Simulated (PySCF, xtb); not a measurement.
C₄H₈BF, SMILES CCB(C=C)F. Other conformers were not sampled.

Harmonic wavenumbers (cm⁻¹) from xtb with GFN2-xTB at its own minimum, in rising order: 31, 84, 149, 182, 236, 354, 383, 441, 637, 686, 788, 936, 964, 999, 1023, 1039, 1048, 1171, 1218, 1249, 1289, 1311, 1408, 1414, 1492, 1504, 1509, 1655, 2982, 2993, 3024, 3033, 3034, 3040, 3083, 3109.

**Question.** What does PBE0-D3(BJ)/def2-SVP (PySCF) give at its own minimum? (The exact figures need the calculation; the answer reports its results.)

**Answer.** 10, 95, 165, 197, 237, 360, 441, 484, 564, 700, 779, 976, 976, 988, 1012, 1054, 1078, 1154, 1244, 1263, 1339, 1368, 1398, 1417, 1441, 1475, 1477, 1706, 3032, 3057, 3087, 3145, 3145, 3153, 3163, 3241. Paired by order, the mean absolute difference is 40 cm⁻¹ and the zero-point energies are 70.8 and 72.1 kcal/mol.
